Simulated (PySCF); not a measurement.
Gas-phase reaction: Ti(OH)4 + TiCl4 → 2 TiCl2(OH)2

Energies from PySCF, thermal terms from the rigid-rotor harmonic-oscillator model, ideal gas at 1 bar. † marks an energy on the PBE0/def2-TZVP geometry and frequencies; other levels use their own. MP2 freezes the core. 6-31G* has spherical d functions here. All species are closed-shell singlets. B3LYP is the form with VWN-RPA correlation. Ti(OH)4, TiCl2(OH)2: computed as isolated molecules; such fragments, hydroxides, amides, oligomers or adducts are transient or little studied in the gas. MP2 isn't extrapolated to the basis-set limit; its ΔH°(298 K) is -37.6 kJ in def2-SVP and -21.5 kJ in def2-TZVPP. The harmonic model lacks anharmonicity and excited electronic states, which grow with temperature; levels with a mode under 35 cm⁻¹ are left out. Soft modes under 120 cm⁻¹ make the harmonic entropy rough for TiCl4, TiCl2(OH)2.

```csv
level,"ΔE electronic, kJ","ΔH°(298 K), kJ","ΔS°(298 K), J/K","ΔG°(1400 K), kJ"
B3LYP/6-31G*,-49,-50,43,-113
HF/6-31G*,-68,-68,29,-109
HF/def2-TZVP†,-47,-48,43,-111
MP2/def2-SVP†,-36,-38,43,-100
PBE0/def2-QZVP†,-30,-31,43,-94
LDA/def2-TZVP†,-28,-29,43,-92
ωB97M-V/def2-TZVP†,-35,-36,43,-98
ωB97X-V/def2-TZVP†,-38,-39,43,-101
```
ΔH° is lowest at HF/6-31G* and highest at LDA/def2-TZVP†. No reference value is set beside these.
